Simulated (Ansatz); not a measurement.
Pulling on the C4–H7 bond in C2H6Se (SMILES CC[SeH]) (multiplicity 1 held, fragments rigid). Energies count from the point at 1.090 Å.
Geometry at that point (charge 0, multiplicity 1):
```xyz
9

Se    -0.555    -0.212     0.554
H     -1.526    -0.059    -0.543
C      1.032    -0.248    -0.629
C      1.249     1.037    -1.408
H      0.934    -1.111    -1.284
H      1.856    -0.443     0.057
H      1.345     1.892    -0.738
H      0.416     1.233    -2.084
H      2.160     0.966    -2.009
```

U- levels take the lowest unrestricted solution at each point, which mixes spins at long bonds. Active spaces are followed from a long bond inwards. Levels need not reach the same state.

Cores are frozen in the correlated methods. Filled d and f shells under p-block atoms count as core.

The values were computed with Ansatz (a program for electronic structure) with Gaussian orbitals. Each number belongs to the level named beside it.

Energies in eV.

```
R (Å)  U-MP2/cc-pVDZ  U-SCS-MP2/cc-pVDZ  CASSCF(2,2)/cc-pVDZ  SC-NEVPT2 on CASSCF(2,2)/cc-pVDZ  FIC-MRCISD+Q on CASSCF(2,2)/cc-pVDZ
-----  -------------  -----------------  -------------------  --------------------------------  -----------------------------------
0.872           1.45               1.46                 1.49                              1.49                                 1.46
0.981           0.31               0.32                 0.34                              0.34                                 0.32
1.090           0.00               0.00                 0.00                              0.00                                 0.00
1.199           0.13               0.13                 0.09                              0.11                                 0.12
1.308           0.51               0.49                 0.41                              0.45                                 0.47
1.472           1.26               1.24                 1.07                              1.14                                 1.18
1.635           2.07               2.03                 1.75                              1.87                                 1.92
1.908           3.73               3.76                 2.75                              2.95                                 3.01
2.180           4.38               4.43                 3.46                              3.73                                 3.79
2.507           4.66               4.71                 3.97                              4.31                                 4.35
2.943           4.78               4.83                 4.25                              4.64                                 4.68
3.488           4.81               4.86                 4.36                              4.76                                 4.80
```

Doubts at one or more of the structures used: a spin-contaminated determinant (U-MP2/cc-pVDZ, U-SCS-MP2/cc-pVDZ).
